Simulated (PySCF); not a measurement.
Compound: C4H10NOSi2 (doublet state).
Structure used (GFN2-xTB), in Å, numbered top down from 1:
```
atom  x, y, z in Å
O1     2.7798   -0.5295    1.9316
C2     3.0292   -0.3490    0.7374
C3     2.5131   -1.0870   -0.3124
C4     1.7175   -1.5292   -1.2035
Si5   -0.0174   -0.7333   -1.4735
N6    -0.1545    0.4249   -0.2354
C7    -1.3232    1.2574   -0.0108
Si8   -2.4840    0.5613    1.3411
H9     3.7432    0.4392    0.4228
H10    1.9138   -2.3646   -1.8537
H11   -0.9592   -1.8660   -1.4847
H12   -0.0329   -0.0495   -2.7709
H13    0.3866    0.2981    0.6081
H14   -0.9849    2.2629    0.2631
H15   -1.8494    1.3524   -0.9616
H16   -1.7275    0.4695    2.5888
H17   -3.6197    1.4723    1.4836
H18   -2.9392   -0.7636    0.9183
```

The hyperfine couplings belong to this conformer and change with its torsions.

Identity: `O=C/[C]=C\[SiH2]NC[SiH3]` [radical].

Method: PySCF, UKS B3LYP, pcH-1 on C H N O Si, non-relativistic, mean-field spin-orbit, GIAO. The structure is a single GFN2-xTB conformer in the gas phase; no vibrational or solvent corrections. A GFN2-xTB geometry isn't a minimum of the functional, and hyperfine couplings can be far from their values at a DFT geometry. The frame is twisted about the C2–C3 bond at this geometry (dihedral O1–C2–C3–C4 = 78°); couplings at other torsion angles weren't computed. The SCF solution wasn't tested for stability.

Task: Predict the first-order ENDOR lines of N6, H10, H11/H12, H9 and H14/H15 under fast tumbling at B = 3345.9 mT (W band).

Result: For S = 1/2 in fast tumbling each set of equivalent nuclei gives two lines, ν± = |νn ± a/2| to first order, with νn = g_N μN B/h and μN/h = 7.62259 MHz/T.

```
 nuclei  isotope     g_N  νn (MHz)  a_iso (MHz)  lower line (MHz)  upper line (MHz)
     N6      14N  0.4038     10.30        -0.79              9.90             10.69
    H10       1H  5.5857    142.46       150.86             67.03            217.89
H11/H12       1H  5.5857    142.46         5.46            139.73            145.19
     H9       1H  5.5857    142.46        -1.76            141.58            143.34
H14/H15       1H  5.5857    142.46         1.33            141.80            143.12
```

Task: Which pairs are centred on the nuclear Larmor frequency, and which on half the coupling?

Result: Centred on νn, since |a| < 2νn: N6, H10, H11/H12, H9 and H14/H15. No pair has |a| > 2νn.

Task: At what field would the lower line of N6 fall to zero frequency?

Result: Where νn = |a|/2, that is B = 0.40 MHz/(0.4038 × 7.62259 MHz/T) = 129 mT, as far as first order holds there.

Nuclei that the bonding pattern makes equivalent are averaged, as if the motion that swaps them (rotation, inversion, ring flip) were fast.

The largest Mulliken spin populations are on C3 (+0.66), O1 (+0.36), C4 (-0.10) and Si5 (+0.08).
